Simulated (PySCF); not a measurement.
Compound: C3H6B2F2.
Bonds: C1–C2 (double), C2–B3, B3–B4, B4–F5, C2–C6, C6–F7. Hydrogens: H8, H9 on C1; H10 on B3; H11 on B4; H12, H13 on C6.

Computed, not measured: PySCF, PBE0-D3(BJ)/def2-SVP geometry optimisation, gas phase.

Problem. What internal coordinates does the optimisation give?

Solution. 
```
          bond  length (Å)
         C1=C2       1.347
         C2–B3       1.556
         B3–B4       1.695
         B4–F5       1.331
         C2–C6       1.503
         C6–F7       1.383
         C1–H8       1.098
         C1–H9       1.093
        B3–H10       1.212
        B4–H11       1.222
C6–H12, C6–H13       1.103
```

Bonds in one row agree within 0.01 Å and their mean is given. A selection of angles:
```
     angle  degrees
  C2–C1–H8    122.8
  C2–C1–H9    120.6
  H8–C1–H9    116.6
  C1–C2–B3    120.5
  C1–C2–C6    121.1
  B3–C2–C6    118.3
  C2–B3–B4    119.0
 C2–B3–H10    116.9
 B4–B3–H10    124.1
  B3–B4–F5    123.0
 B3–B4–H11    121.0
 F5–B4–H11    115.8
  C2–C6–F7    109.9
 C2–C6–H12    112.6
 C2–C6–H13    110.5
 F7–C6–H12    108.0
H12–C6–H13    108.3
```

Dihedral angles: C1–C2–B3–B4 -168° (antiperiplanar); C2–B3–B4–F5 99° (anticlinal); C1–C2–C6–F7 152° (antiperiplanar). The mirror-image conformer, all signs reversed, is as good.

B4 (three-coordinate boron) is planar (angles 123.0°, 121.0° and 115.8°, sum 359.9°, 0.03 Å off the plane of its three neighbours). B3 (three-coordinate boron) is planar (angles 124.1°, 119.0° and 116.9°, sum 360.0°, 0.01 Å off the plane of its three neighbours). The 2 C–C bonds span 1.347 Å (C1=C2, drawn double) to 1.503 Å (C2–C6, drawn single), a spread of 0.156 Å. Of the pairs four or more bonds apart, F5···F7 is among the closest relative to their van der Waals radii: 2.92 Å, 99 % of the sum of Bondi's values.

Point group: C1 (no symmetry element, even within 0.4 Å). Not checked by PBE0-D3(BJ)/def2-SVP frequencies. The numbers are those of one conformer.
